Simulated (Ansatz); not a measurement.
Mulliken charges of `OC(=S)N[SiH3]` from PBE/def2-TZVPP in Ansatz (PBE0-D4/def2-TZVP geometry).

```
atom   x (Å)   y (Å)   z (Å)  charge (e)
  O1  -1.797   1.433   0.288      -0.219
  C2  -0.725   0.677   0.534       0.245
  S3  -0.043   0.511   2.028      -0.366
  N4  -0.256   0.064  -0.560      -0.179
 Si5   1.156  -0.987  -0.470       0.267
  H6  -2.056   1.828   1.132       0.213
  H7  -0.755   0.240  -1.421       0.157
  H8   1.306  -1.432  -1.881      -0.063
  H9   0.898  -2.152   0.402      -0.027
 H10   2.355  -0.233  -0.049      -0.027
```

**Question.** By hand: the dipole of these point charges (1 e Å = 4.8032 D).

**Answer.** Σ q r = (-0.140, -0.028, -0.573) e Å, of length 0.591 e Å = 2.84 D.

**Question.** How does the dipole of the full density compare? (Estimate.)

**Answer.** Ansatz gave: (-0.226, 0.062, -0.465) e Å, 2.50 D; the point charges give 1.14 times that, at 15° from its direction.

Point charges leave out the atoms' own dipoles, such as those of lone pairs, and Mulliken's split depends on the basis, so the close match here is no proof of good charges.
